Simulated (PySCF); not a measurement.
# Two-component Hartree-Fock for As⁺ (arsenic, charge +1)

Start: [Ar] 3d10 4s2 4p2; 4p3/2 filled at m_j = +1/2, +3/2. Calculated with PySCF 2.14 in x2c-TZVPall-2c (6s7p4d1f, 54 functions): generalised Hartree-Fock with the X2C-1e Hamiltonian and a Gaussian nucleus; one run each with spin-orbit coupling (SO) switched off, then screened by Boettger's factors. This is a chosen level, not necessarily the ground level.

```csv
spinor shell,electrons,"ε, spin-free (eV)","ε, screened SO (eV)",weight of nominal j (screened SO),"rms radius, screened SO (bohr)"
1s1/2,2,-11954.9,-11954.6,1.000,0.0524
2s1/2,2,-1582.4,-1582.3,1.000,0.219
2p1/2,2,-1383.8,-1408.9,1.000,0.194
2p3/2,4,-1383.8,-1371.8,1.000,0.197
3s1/2,2,-235.30,-235.32,1.000,0.639
3p1/2,2,-171.53,-175.17,0.999,0.660
3p3/2,4,-171.53,-169.82,0.999,0.670
3d3/2,4,-66.350,-66.844,0.985,0.746
3d5/2,6,-66.350,-66.065,0.990,0.750
4s1/2,2,-27.882,-27.900,0.999,2.06
4p3/2,2,-18.345,-18.300,0.760,2.52
```

```
   quantity    spin-free  screened SO
E (hartree)  -2258.61289  -2258.70456
        M_J            2            2
       ⟨J²⟩        6.009        6.005
       ⟨L²⟩        2.006        2.100
       ⟨S²⟩        2.003        1.961
```

Each row is a mean over spinors that exchange with the open shell spreads, by up to 4.965 eV (4s1/2).

Rows whose weight is well below 1 are mixtures of j = l ± 1/2: exchange outweighs spin-orbit coupling there, and the label is only the starting occupation.

Without spin-orbit coupling the j labels of p, d and f shells carry no meaning; the spin-free column gives the mean over the occupied spinors of each nl shell.
